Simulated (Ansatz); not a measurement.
The same atomization along the group B, Al, Ga, In.

Calculated with Ansatz (gas phase, PBE0-D4/def2-TZVP geometries, no zero-point term in ΔE). CBS: MP2 limit from def2 TZ/QZ plus the TZ coupled-cluster correction, frozen cores. This one scheme is used for every species, atoms too. For atomizations the MP2-based limit and the directly extrapolated one differ by several kJ/mol either way, and by 10 to 25 for some Ge, Se and Sn compounds, so smaller differences from it don't rank the levels. Functionals use def2-TZVPP. No spin–orbit coupling; open shells (•) take unrestricted orbitals. Spin–orbit coupling would lower the free atoms: a little for Al, B, Cl; clearly for Br, Ga; strongly for In. def2 core potentials past Kr. For Br, Ga, In outer-core shells are correlated without core-valence functions, so the limit isn't a true one: a few kJ/mol of doubt a bond, and 10 to 20 or more in all where bonds break to atoms. Scalar relativity is left out up to krypton. Each species was taken in one conformer, which may not be the lowest.

| reaction | LDA (SPW92) (eV) | ωB97X-V (eV) | B2PLYP (eV) | CCSD(T)/CBS(def2) (eV) |
| --- | --- | --- | --- | --- |
| `NB(Cl)Br` → Br• + Cl• + 2 H• + B• + N• | 25.82 | 22.29 | 22.00 | 22.20 |
| `[NH2][Al]([Cl])[Br]` → Br• + Cl• + 2 H• + Al• + N• | 23.15 | 20.59 | 20.20 | 20.67 |
| `[NH2][Ga]([Cl])[Br]` → Br• + Cl• + 2 H• + Ga• + N• | 21.43 | 18.68 | 18.23 | 18.73 |
| `[NH2][In]([Cl])[Br]` → Br• + Cl• + 2 H• + In• + N• | 19.97 | 17.38 | 16.82 | 17.45 |

Largest T1 diagnostic: 0.018, for Al•.
